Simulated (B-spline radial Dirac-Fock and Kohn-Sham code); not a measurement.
Magnetic form factor of the 4f shell of Lu²⁰⁺

System: the Lu²⁰⁺ ion in the configuration [Kr] 4d10 4f5.

Input of the calculation (task.json; shells as n, l, electrons):

```json
{"items": [{
  "Z": 71,
  "q": 20,
  "cfg": [[1, 0, 2], [2, 0, 2], [2, 1, 6], [3, 0, 2], [3, 1, 6], [3, 2, 10], [4, 0, 2], [4, 1, 6], [4, 2, 10], [4, 3, 5]],
  "A": 175,
  "rrms": 5.37,
  "do": ["scatter"],
  "s": [0.0, 0.03, 0.04, 0.05, 0.07, 0.09, 0.11, 0.14, 0.17, 0.21, 0.27, 0.34, 0.43, 0.54, 0.67, 0.85, 1.06, 1.34, 1.68, 2.11, 2.65, 3.33, 4.19],
  "pz": [0, 0.1, 0.15, 0.21, 0.31, 0.46, 0.67, 0.97, 1.4, 2.1, 3.0, 4.4, 6.5, 9.5, 14.0, 20.0, 30.0, 43.0, 63.0, 92.0, 130.0],
  "hv_scatter": [1000, 5000, 8047.8, 10000, 20000, 30000, 500000, 1000000]
}]}
```

Command: `python xray_run.py task.json out`

The computed values come from a B-spline atomic structure program: Dirac-Fock orbitals of the configuration average with a finite nucleus. ⟨j_K⟩ is the integral of the 4f radial density with the spherical Bessel function j_K(4πsr), s = sin θ/λ.

Hund's rules give S = 5/2, L = 5, J = 5/2 for 4f5, so g = 0.286, and the dipole approximation is F = ⟨j0⟩ + C₂⟨j2⟩ with C₂ = (2 − g)/g = 6.000.

```csv
s (Å⁻¹),⟨j0⟩,⟨j2⟩,⟨j4⟩,⟨j6⟩,F (dipole)
0,1.0000,0.0000,0.0000,0.0000,1.0000
0.03,0.9980,0.0008,0.0000,0.0000,1.0028
0.04,0.9964,0.0014,0.0000,0.0000,1.0050
0.05,0.9944,0.0022,0.0000,0.0000,1.0079
0.07,0.9890,0.0044,0.0000,0.0000,1.0153
0.09,0.9819,0.0072,0.0000,0.0000,1.0252
0.11,0.9731,0.0107,0.0000,0.0000,1.0373
0.14,0.9568,0.0171,0.0001,0.0000,1.0595
0.17,0.9369,0.0249,0.0003,0.0000,1.0862
0.21,0.9054,0.0370,0.0006,0.0000,1.1276
0.27,0.8485,0.0584,0.0016,0.0000,1.1991
0.34,0.7708,0.0865,0.0037,0.0001,1.2900
0.43,0.6595,0.1241,0.0085,0.0004,1.4042
0.54,0.5184,0.1662,0.0180,0.0013,1.5156
0.67,0.3618,0.2029,0.0340,0.0037,1.5791
0.85,0.1876,0.2232,0.0608,0.0104,1.5266
1.06,0.0582,0.2078,0.0896,0.0231,1.3048
1.34,-0.0176,0.1544,0.1102,0.0436,0.9087
```

Radial moments of the shell: ⟨r²⟩ = 0.3062, ⟨r⁴⟩ = 0.1598, ⟨r⁶⟩ = 0.1279 in powers of bohr.
